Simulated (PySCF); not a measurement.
Species: `C#CC#CC[SiH2]OC`. The columns A, B, C and D hold Mulliken, IAO, Hirshfeld and ESP-fitted charges (e) of one PBE0/pcSseg-1 density (PySCF), in a shuffled order. Coordinates in Å (GFN2-xTB); the density's dipole moment is (-2.16, -0.31, -0.86) D.

```
atom       x       y       z       A       B       C       D
  C1   5.191   0.606   0.397  -0.406  -0.216  -0.091  -0.528
  C2   4.000   0.512   0.556  +0.216  -0.025  -0.044  +0.314
  C3   2.659   0.407   0.741  +0.070  -0.088  -0.064  -0.432
  C4   1.469   0.317   0.929  -0.137   0.000  -0.015  +0.318
  C5   0.053   0.205   1.114  -0.476  -0.565  -0.139  -0.715
 Si6  -0.828  -0.082  -0.550  +0.859  +1.043  +0.414  +0.780
  O7  -2.376  -0.168  -0.073  -0.641  -0.642  -0.227  -0.377
  C8  -3.503  -0.372  -0.868  -0.003  -0.197  -0.031  -0.195
  H9   6.226   0.686   0.253  +0.054  +0.207  +0.095  +0.334
 H10  -0.157  -0.622   1.796  +0.181  +0.186  +0.065  +0.227
 H11  -0.321   1.118   1.583  +0.181  +0.186  +0.065  +0.227
 H12  -0.609   1.032  -1.479  -0.108  -0.153  -0.082  -0.145
 H13  -0.387  -1.327  -1.189  -0.108  -0.153  -0.082  -0.146
 H14  -3.604   0.424  -1.610  +0.099  +0.130  +0.043  +0.103
 H15  -4.380  -0.373  -0.219  +0.121  +0.156  +0.051  +0.130
 H16  -3.441  -1.328  -1.392  +0.099  +0.130  +0.043  +0.104
```

Question: Which column most likely holds the ESP-fitted charges?

Answer: D. Σ q r misses the density's dipole by 0.05 D (D), 0.21 D (C), 1.51 D (B), 4.51 D (A). Charges fitted to the outside potential are the only set here that is tied to the molecule's multipoles.

Question: And the Hirshfeld charges?

Answer: C. The mean sizes are 0.097 e (C), 0.235 e (A), 0.255 e (B), 0.317 e (D), and Hirshfeld charges are commonly the smallest of these schemes.

As computed, A = Mulliken, B = IAO, C = Hirshfeld, D = ESP-fitted. Hydrogens on carbon: Mulliken +0.05 to +0.18, IAO +0.13 to +0.21, Hirshfeld +0.04 to +0.09, ESP-fitted +0.10 to +0.33 e.

The ESP scheme is a least-squares fit of atom-centred charges to the potential on four shells outside the van der Waals surface, with the total charge fixed. The Mulliken scheme counts on each atom the diagonal of the density matrix times the overlap matrix over that atom's basis functions.

Geometry: GFN2-xTB, one conformer, isolated molecule.

These values come from a run that also computed NMR shieldings. Time: 82 s wall, 73 s CPU; peak memory 0.81 GiB. Hardware: Intel Xeon at 2.50 GHz, one thread, shared host.

The values belong to the conformer `[CH:1]#[C:2][C:3]#[C:4][CH2:5][SiH2:6][O:7][CH3:8]`: C4–C5–Si6–O7 180°, C5–Si6–O7–C8 180°.
